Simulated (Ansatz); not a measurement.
The same molecule with X = B, Al, In. Ansatz, PBE0-D4/def2-TZVP geometries, multiplicity 1.

Elements past krypton have def2 core potentials.

| X | molecule | mean X–C bond length / Å | mean X–H bond length / Å | HOMO–LUMO gap (ωB97M-V/def2-TZVPP) / eV | HOMO energy (PBE/def2-TZVPP) / eV | LUMO energy (PBE0/def2-TZVPP) / eV |
| --- | --- | --- | --- | --- | --- | --- |
| B | `BC1C[SiH2]1` | 1.497 | 1.200 | 10.73 | -6.24 | -0.25 |
| Al | `[AlH2][CH]1C[SiH2]1` | 1.911 | 1.588 | 9.42 | -5.76 | -0.98 |

(1) Give the row for X = In, `[InH2][CH]1C[SiH2]1`. (Estimate.)

## Answers

(1) The calculation gave: 
| X | molecule | mean X–C bond length / Å | mean X–H bond length / Å | HOMO–LUMO gap (ωB97M-V/def2-TZVPP) / eV | HOMO energy (PBE/def2-TZVPP) / eV | LUMO energy (PBE0/def2-TZVPP) / eV |
| --- | --- | --- | --- | --- | --- | --- |
| In | `[InH2][CH]1C[SiH2]1` | 2.123 | 1.725 | 8.61 | -5.58 | -1.45 |

From B to In the mean X–C bond length rises at each step, by 0.626 Å in all; the mean X–H bond length rises at each step, by 0.525 Å in all; the HOMO–LUMO gap (ωB97M-V/def2-TZVPP) falls at each step, by 2.12 eV in all; the HOMO energy (PBE/def2-TZVPP) rises at each step, by 0.66 eV in all; the LUMO energy (PBE0/def2-TZVPP) falls at each step, by 1.20 eV in all. Bonds lengthen as the atom grows down the group.
